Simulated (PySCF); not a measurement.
**C2AlTe−: where a starting geometry ends**

The starting geometry of this gas-phase singlet was optimised with GFN2-xTB.

```xyz
4

C    -0.4749   -2.3664    1.6776
C     0.4850   -1.6762    1.2190
Al    1.0932   -2.6920    2.9870
Te    2.3906   -0.9133    1.1685
```

Predict what it relaxes into with PBE0-D4/def2-SVPD.

A bond breaks, giving a structure given below by its coordinates. Contacts that open: Al3–Te4 (2.86 → 3.49 Å).

The energy falls by 0.07 eV over 17 steps:

| step | E − E(last) (eV) |
| --- | --- |
| 1 | 0.070 |
| 3 | 0.035 |
| 5 | 0.014 |
| 6 | 0.006 |
| 8 | 0.002 |
| 10 | 0.000 |
| 12 | 0.000 |
| 13 | 0.000 |
| 15 | 0.000 |
| 17 | 0.000 |

Final geometry (Å):

```xyz
4

C    -0.3667   -2.3408    1.6905
C     0.6452   -1.6738    1.3151
Al    0.8335   -2.9156    3.1499
Te    2.4086   -0.7180    0.9475
```

No frequencies were run, so the end isn't proven a minimum. Atoms past krypton carry core potentials, without spin–orbit terms. Run with PySCF 2.14.0, 76 s on 2 threads of Arm Neoverse V2 (shared host).
